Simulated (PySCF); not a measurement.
Ga(F)2(OMe) (CH3F2GaO), SMILES C[O][Ga]([F])[F].

Coordinates come from a r2SCAN-D4/def2-SVP optimisation. The structure was generated by enumeration; whether it is a known compound was not checked. The values are those of a single conformer.

All values below come from TDA-M06-2X/def2-SVPD (PySCF).

Vertical excitations. 

| state | energy (eV) | λ (nm) | f | main pairs |
|---|---|---|---|---|
| S1 | 5.93 | 209 | 0.014 | HOMO→LUMO 91 % |
| S2 | 6.52 | 190 | 0.015 | HOMO−1→LUMO 81 % |
| S3 | 7.48 | 166 | 0.006 | HOMO−1→LUMO+1 95 % |
| S4 | 7.67 | 162 | 0.117 | HOMO→LUMO+1 81 % |
| S5 | 8.51 | 146 | 0.018 | HOMO−2→LUMO 85 % |
| S6 | 8.55 | 145 | 0.001 | HOMO−3→LUMO 84 % |
| S7 | 8.68 | 143 | 0.020 | HOMO→LUMO+2 85 % |
| S8 | 8.78 | 141 | 0.115 | HOMO−4→LUMO 83 % |
| S9 | 9.14 | 136 | 0.083 | HOMO−5→LUMO 64 %, HOMO→LUMO+4 14 % |
| S10 | 9.15 | 136 | 0.044 | HOMO−1→LUMO+2 88 % |
| T1 | 5.55 | 223 | 0 | HOMO→LUMO 86 % |
| T2 | 6.03 | 206 | 0 | HOMO−1→LUMO 85 % |
| T3 | 6.66 | 186 | 0 | HOMO→LUMO+1 91 % |
| T4 | 7.25 | 171 | 0 | HOMO−1→LUMO+1 95 % |
Triplets are in the Tamm–Dancoff approximation.
